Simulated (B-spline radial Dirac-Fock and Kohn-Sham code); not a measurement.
## Auger decay of the M1 hole in Nb³⁺

System: Nb³⁺, [Kr] 4d2, inside a Watson sphere of charge -3 and radius 1.8 Å (a model of the Madelung potential; inside it an electron's potential energy is raised by 24.0 eV).

The computed values come from a radial finite-basis atomic code: a relativistic independent-particle model: LDA orbitals of the hole state, radiative multipoles to third order, Auger rates from the Coulomb interaction with a continuum orbital, Dirac-Fock energies. Kinetic energies are configuration averages from the vacuum level; the two-hole energies are estimated from single-hole states.

| transition | kinetic energy (eV) | width (meV) | share (%) |
| --- | --- | --- | --- |
| M1-M3N1 | 7.65 | 1210 | 14.5 |
| M1-M5M5 | 9.51 | 126 | 1.5 |
| M1-M2N2 | 21.74 | 605 | 7.2 |
| M1-M2N3 | 23.63 | 1280 | 15.3 |
| M1-M3N2 | 36.87 | 1180 | 14.1 |
| M1-M3N3 | 39.63 | 1930 | 23.1 |
| M1-M3N5 | 78.02 | 170 | 2.0 |
| M1-M4N1 | 166.3 | 379 | 4.5 |
| M1-M5N1 | 169.1 | 561 | 6.7 |
| M1-M5N3 | 201.0 | 135 | 1.6 |

Coster-Kronig rates are the weakest part of this model and often come out 1.5 to 2.5 times too large. Channels within a few eV of threshold rest on estimated energies and may be closed in reality. The listed channels hold 91 % of the non-radiative rate. Summed by principal shells, of 8.37 eV in all: MMN 95.3 %, MMM 2.9 %, MNN 1.8 %.
